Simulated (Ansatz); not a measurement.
Q: Name a neutral molecule of C, I and H with size of the dipole moment (B3LYP/def2-TZVPP) between 0.95 and 1.25 D and size of the dipole moment (ωB97M-V/def2-TZVPP) between 0.95 and 1.25 D (Ansatz, PBE0-D4/def2-TZVP geometry).

A: `ICI` (1.15 D, 1.14 D). Other molecules can fit too; these were computed, each in one conformer that needn't be the lowest.

B3LYP here is the variant with VWN-RPA as its local correlation; programs differ in this.
